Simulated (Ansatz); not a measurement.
Molecule: ZnHS (charge 0, doublet). SMILES of the parent species: [SH][Zn]
Coordinates optimised at B3LYP-D3(BJ)/def2-TZVP (Ansatz, a first-principles code):
```
S
H 1 1.3462
Zn 1 2.2848 2 91.44
```
Charge 0, spin multiplicity 2.

Quantity: atomisation energy, in kcal/mol. Conventions: atomisation electronic, to ground-state atoms; UHF or UKS for open shells; spin-orbit terms left out; non-relativistic; LANL2DZ with its own core potentials from Na on; 6-31G* and kin with 6d, 5d where marked; valence correlation only (noble-gas shells and the d and f shells of earlier blocks); no dispersion term unless named. First-principles rows: single points at B3LYP-D3(BJ) geometries (Ansatz). The spin state of an ion or metal species was assumed, not searched.

```tsv
level	program	atomisation energy (kcal/mol)
HF/LANL2DZ	Ansatz	61.0
HF/6-31G* with LANL2DZ past Ar	Ansatz	75.3
SVWN5/6-31G* with LANL2DZ past Ar	Ansatz	133.8
PBE/LANL2DZ	Ansatz	102.2
PBE/def2-SVP	Ansatz	119.8
PBE/6-31G* with LANL2DZ past Ar	Ansatz	114.2
BLYP/6-31G* with LANL2DZ past Ar	Ansatz	106.6
B3LYP/LANL2DZ	Ansatz	95.0
B3LYP/def2-SVP	Ansatz	112.6
B3LYP/6-31G* with LANL2DZ past Ar	Ansatz	107.8
PBE0/6-31G* with LANL2DZ past Ar	Ansatz	112.6
MP2/LANL2DZ	Ansatz	75.8
MP2/6-31G* with LANL2DZ past Ar	Ansatz	96.5
PBE0/def2-TZVPD	Ansatz	119.7
wB97X-V/def2-TZVPD	Ansatz	121.1
```

No value to compare with is used here. The 13 habitual levels span 61.0 (HF/LANL2DZ) to 133.8 kcal/mol (SVWN5/6-31G* with LANL2DZ past Ar); wB97X-V/def2-TZVPD gives 121.1.

The levels are drawn from those run, B3LYP/6-31G* more often than the rest, none by its result; runs whose electronic state is in doubt are left out.
